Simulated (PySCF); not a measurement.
## Correlation energy of Zr⁺ (zirconium, charge +1)

[Kr] 4d2 5s1, high-spin 4F determinant. All numbers are calculated (PySCF 2.14, a scalar-relativistic core potential, in def2-TZVP with the def2 core potential (28 electrons) (6s4p3d1f, 40 functions)). Frozen: 4s2 4p6; 3 electrons correlated.

MP2 pair energies summed by pair of shells (mhartree):

```tsv
pair	energy	share (%)
4d-5s	-6.68	70.9
4d-4d	-2.74	29.1
```

Total MP2 correlation energy: -9.42 mhartree.

Same-spin part -9.42 and opposite-spin part 0.00 mhartree; SCS-MP2 scales them by 1/3 and 6/5 to -3.14 mhartree.
